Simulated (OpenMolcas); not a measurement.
Ni2+.

```yaml
Program: OpenMolcas
Basis: ANO-RCC-VQZP [7s6p4d3f2g1h]
Scalar_Hamiltonian: DKH2, point nucleus
Active_space: 8 electrons in 6 orbitals (3d 4s)
State_averaging: 2S+1 = 3 even, 55 roots; 2S+1 = 5 even, 10 roots kept (CI in the orbitals of an earlier block); 2S+1 = 1 even, 50 roots kept (CI in the orbitals of an earlier block)
Spin-orbit_coupling: state interaction with AMFI integrals over the reference wave functions, term energies averaged over their components
```

Two sets of levels on these reference wave functions, in cm⁻¹ above 3d⁸ ³F₄: one from CASSCF and one from MS-CASPT2, IPEA 0.25 Eh, imaginary shift 0.1 Eh (closed shells correlated: 3s 3p).

```csv
Level,Set 1,Set 2
3d⁸ ³F₄,0.0,0.0
3d⁸ ³F₃,1461,1457
3d⁸ ³F₂,2430,2460
3d⁸ ¹D₂,13090,18140
3d⁸ ³P₂,16640,21900
3d⁸ ³P₁,17020,22300
3d⁸ ³P₀,17290,22590
3d⁸ ¹G₄,22560,28110
3d⁷ 4s ⁵F₅,52720,29130
3d⁷ 4s ⁵F₄,53620,30030
3d⁷ 4s ⁵F₃,54340,30750
3d⁷ 4s ⁵F₂,54870,31280
3d⁷ 4s ⁵F₁,55220,31630
3d⁷ 4s ³F₄(1),59500,37900
3d⁷ 4s ³F₃(1),60720,39120
3d⁷ 4s ³F₂(1),61560,39980
```

Task: Which set is which?

Result: Set 1 is MS-CASPT2. Its levels of the other terms of 3d⁸ lie at 0.72 to 0.80 of the other set's values, as expected, since terms of lower spin or lower L gain more correlation energy than the Hund ground term. Against 12 measured levels (Corliss and Sugar, J. Phys. Chem. Ref. Data 10, 197 (1981)) the mean absolute deviation is 590 cm-1 with it and 12000 cm-1 without; single levels miss by up to 1100 cm-1 with it.

Term energies are means over components that CASPT2 splits; among the terms shown or strongly mixed into the levels shown the widest spread is 2300 cm-1 (3d⁸ ³F, MS-CASPT2). Some levels mix across a computed gap that differs much from the measured one, so their mixing is not that of the real levels. Terms from blocks run as CI alone lack orbitals of their own. A single d shell beside an s shell can misplace configurations of different d count against each other. Without dynamic correlation excited terms often stand tens of per cent too high (terms of higher spin than the ground term too low), and those without a measured partner can miss by more than the paired ones (holds for CASSCF). Computed and measured levels are paired by configuration, term and J; levels that our copy of the source lacks, or whose pairing is in doubt (as where it misses far off the trend of its configuration), stay unpaired and out of the deviations. Only configurations of the active space appear. The table leaves out levels that lie high or whose names do not pair safely across all columns.

A number in round brackets counts repeated terms of one configuration in the order of the reference energies.
